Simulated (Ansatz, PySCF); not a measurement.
C3H8Mg, SMILES C[CH2][Mg][CH3].

Geometry: B3LYP-D3(BJ)/def2-SVP. The structure was generated by enumeration; whether it is a known compound was not checked. The values are those of a single conformer.

Vertical ionisation energy (IE) and electron affinity (EA) in eV. Rows of orbital energies are one-electron estimates. Where ΔSCF, EOM or ADC give a negative EA the extra electron is unbound and the value depends on the basis.

```csv
level,IE,EA
"−ε(HOMO), −ε(LUMO), r2SCAN/def2-TZVP (PySCF)",5.18,0.75
"−ε(HOMO), −ε(LUMO), PBE/def2-TZVP (PySCF)",4.99,1.18
"ΔSCF, PBE0/def2-SVPD (Ansatz), final states of multiplicity 2 and 2",8.08,-0.59
"ΔSCF, PBE/def2-SVPD (Ansatz), final states of multiplicity 2 and 2",7.87,-0.51
```

Task: What vertical singlet–triplet gap does ΔSCF give with PBE0/def2-SVPD (Ansatz, a program for electronic structure) and with PBE/def2-SVPD (Ansatz)? (The exact figures need the calculation; the answer reports its results.)

Result: 3.95 and 3.68 eV (triplet above singlet where positive).
